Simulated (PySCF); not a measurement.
Molfile (atoms numbered from 1):
```
C6H12OSi
     RDKit          3D

 20 20  0  0  0  0  0  0  0  0999 V2000
    3.1750   -0.0962   -0.9774 C   0  0  0  0  0  0  0  0  0  0  0  0
    2.1573   -0.2211    0.1322 C   0  0  0  0  0  0  0  0  0  0  0  0
    0.8879   -0.4677   -0.4190 O   0  0  0  0  0  0  0  0  0  0  0  0
   -0.4953   -0.7237    0.4797 Si  0  0  0  0  0  4  0  0  0  0  0  0
   -1.9525   -0.8848   -0.7027 C   0  0  0  0  0  0  0  0  0  0  0  0
   -2.7027    0.3993   -0.4597 C   0  0  0  0  0  0  0  0  0  0  0  0
   -2.2993    1.2208    0.5219 C   0  0  0  0  0  0  0  0  0  0  0  0
   -1.1076    0.8370    1.3618 C   0  0  0  0  0  0  0  0  0  0  0  0
    4.1786    0.0956   -0.5685 H   0  0  0  0  0  0  0  0  0  0  0  0
    2.9071    0.7310   -1.6515 H   0  0  0  0  0  0  0  0  0  0  0  0
    3.2098   -1.0215   -1.5714 H   0  0  0  0  0  0  0  0  0  0  0  0
    2.4457   -1.0405    0.8204 H   0  0  0  0  0  0  0  0  0  0  0  0
    2.1437    0.7079    0.7362 H   0  0  0  0  0  0  0  0  0  0  0  0
   -0.2627   -1.8838    1.3988 H   0  0  0  0  0  0  0  0  0  0  0  0
   -2.5804   -1.7693   -0.4957 H   0  0  0  0  0  0  0  0  0  0  0  0
   -1.6166   -0.9802   -1.7493 H   0  0  0  0  0  0  0  0  0  0  0  0
   -3.5675    0.6532   -1.0829 H   0  0  0  0  0  0  0  0  0  0  0  0
   -2.8267    2.1615    0.7173 H   0  0  0  0  0  0  0  0  0  0  0  0
   -0.3504    1.6401    1.3904 H   0  0  0  0  0  0  0  0  0  0  0  0
   -1.3951    0.6523    2.4123 H   0  0  0  0  0  0  0  0  0  0  0  0
  1  2  1  0
  2  3  1  0
  3  4  1  0
  4  5  1  0
  5  6  1  0
  6  7  2  0
  7  8  1  0
  8  4  1  0
  1  9  1  0
  1 10  1  0
  1 11  1  0
  2 12  1  0
  2 13  1  0
  4 14  1  0
  5 15  1  0
  5 16  1  0
  6 17  1  0
  7 18  1  0
  8 19  1  0
  8 20  1  0
M  END
```

Geometry: PBE0-D3(BJ)/def2-SVP; GIAO shifts from PySCF, gas phase, non-relativistic, averaged over equivalent atoms.

At PBE0/pcSseg-1 (203 basis functions, 33 s wall time on 1 thread of an Arm Neoverse V1, shared host):
```csv
atoms,δ (ppm)
C6/C7,140.3
C2,61.2
C1,20.2
C5/C8,18.4
O3,50.3
Si4,22.1
H17/H18,6.10
H14,5.27
H12/H13,3.61
H16/H19,1.58
H15/H20,1.38
H9/H10/H11,1.27
```

Scale: TMS for $^{13}$C (σref 184.41), $^{29}$Si (σref 351.99), $^{1}$H (σref 31.27); $^{17}$O (σref 334.56) against H2O (reference shieldings calculated alike).

What do these become at PBE/pcSseg-1?

## Answers


```tsv
atoms	δ at PBE/pcSseg-1	change
C6/C7	138.6	-1.7
C2	64.1	+2.9
C1	20.5	+0.3
C5/C8	20.3	+1.9
O3	66.4	+16.1
Si4	22.1	+0.0
H17/H18	6.09	-0.01
H14	5.54	+0.27
H12/H13	3.80	+0.19
H16/H19	1.69	+0.11
H15/H20	1.50	+0.12
H9/H10/H11	1.25	-0.02
```

Chemical shifts δ = σref − σ; TMS for $^{13}$C (σref 180.03), $^{29}$Si (σref 334.61), $^{1}$H (σref 31.20); H2O for $^{17}$O (σref 334.63), all at this level.

The largest change is at O3 (oxygen bonded to C, Si). Cost: 203 basis functions, 48 s wall time on 1 thread of an Arm Neoverse V1, shared host. The order of the carbon signals is the same at both levels.

Experimental scales use liquid or dissolved standards, which lie at an offset from isolated H2O (liquid H2O: subtract about 36 ppm).
